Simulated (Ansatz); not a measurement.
```yaml
crystal:
  periodic: [false, false, false]
  atoms:
    - {symbol: As, position_ang: [-0.127626, -1.523707, 0.094333]}
    - {symbol: S, position_ang: [-2.269153, -0.405117, -0.250443]}
    - {symbol: P, position_ang: [-0.996584, 1.563258, -0.140927]}
    - {symbol: P, position_ang: [0.817675, 0.669049, -0.908114]}
    - {symbol: O, position_ang: [0.992826, -0.833509, -0.935580]}
    - {symbol: P, position_ang: [0.631773, 1.019411, 1.195165]}
    - {symbol: O, position_ang: [0.428524, -0.537548, 1.419492]}
basis:
  gaussian: {orbitals: def2-SVPD, nuclear_model: gaussian}
hamiltonian: {xc: {name: wB97X}}
output: {forces: true}
```

```sh
$ ansatz run in.yaml --threads 2 --pin off --events-out ev --progress --plain --max-ram 32768MiB --backend cpu
```

It prints (some lines left out):

```
Functional definition: wB97X
1694 factors; integrals over basis functions are off by at most 4.7e-4 eV
548 factors; integrals over basis functions are off by at most 2.1e-5 eV
mean field evaluation 1: about -103607.4341 eV, gradient 5.9e1 eV
mean field evaluation 2: about -103604.7934 eV, gradient 7.3e1 eV
mean field evaluation 4: about -103613.8182 eV, gradient 3.4e0 eV
mean field evaluation 8: about -103613.8925 eV, gradient 3.0e-1 eV
mean field evaluation 16: about -103613.8934 eV, gradient 1.4e-3 eV
mean field -103613.89341616 eV, -3807.7403510243 hartree, gradient 5.6e-5 eV, S^2 0.000000; 0 other end points of the search recorded, 0 dependent functions left out
reference -103613.89337532 eV, -3807.7403495235 hartree; 55, 55 occupied and 128, 128 virtual orbitals, 1694 factors
Total energy: -103613.89337532 eV, -3807.7403495235 hartree
Atom 0 at    -0.127626    -1.523707     0.094333 Å, force    -4.772410    -5.442935     2.547563 eV/Å
Atom 1 at    -2.269153    -0.405117    -0.250443 Å, force     3.262032     1.310624     0.437895 eV/Å
Atom 2 at    -0.996584     1.563258    -0.140927 Å, force    -2.636678    -1.898660    -0.590134 eV/Å
Atom 3 at     0.817675     0.669049    -0.908114 Å, force     2.786783     9.537874    -3.485341 eV/Å
Atom 4 at     0.992826    -0.833509    -0.935580 Å, force     1.028639    -4.237481    -2.333455 eV/Å
Atom 5 at     0.631773     1.019411     1.195165 Å, force     0.969365     3.192466     1.450687 eV/Å
Atom 6 at     0.428524    -0.537548     1.419492 Å, force    -0.637732    -2.461888     1.972786 eV/Å
Dipole moment:     0.052427    -0.202524     0.029905 e Å
```

It took 23 s on 2 threads of AMD EPYC 7R13 on a shared host, peak host memory 0.96 GiB.
